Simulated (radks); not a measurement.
The ytterbium ion Yb2+, [Xe] 4f14. Method: non-relativistic Kohn-Sham, PBE, spin-polarised, spherical densities, point nucleus; computed with a radial shooting solver on a logarithmic mesh with Libxc functionals. Every spin shell is full or empty, so the densities are truly spherical. Functionals are evaluated on that one density, not self-consistently. Rank these orbital-free kinetic functionals by their error against the exact value of the orbitals, and give that value: Thomas-Fermi, von Weizsacker, TF + vW, TF + vW/9, TF + vW/5, LC94, APBEK, revAPBEK, Perdew 92, Thakkar, Pearson, LKT, PG1, DePristo-Kress, Ernzerhof.

Answer. Exact: 13391.0 hartree. From best to worst, with 100 (|E| - |E exact|)/|E exact| (equal figures are ties): APBEK -0.02, LC94 -0.05, revAPBEK +0.13, DePristo-Kress -0.26, Ernzerhof -0.54, Perdew 92 -0.76, TF + vW/9 -0.77, Thakkar -0.81, Pearson -0.94, TF + vW/5 +2.53, Thomas-Fermi -4.89, PG1 +13.02, LKT +16.70, TF + vW +32.20, von Weizsacker -62.91.
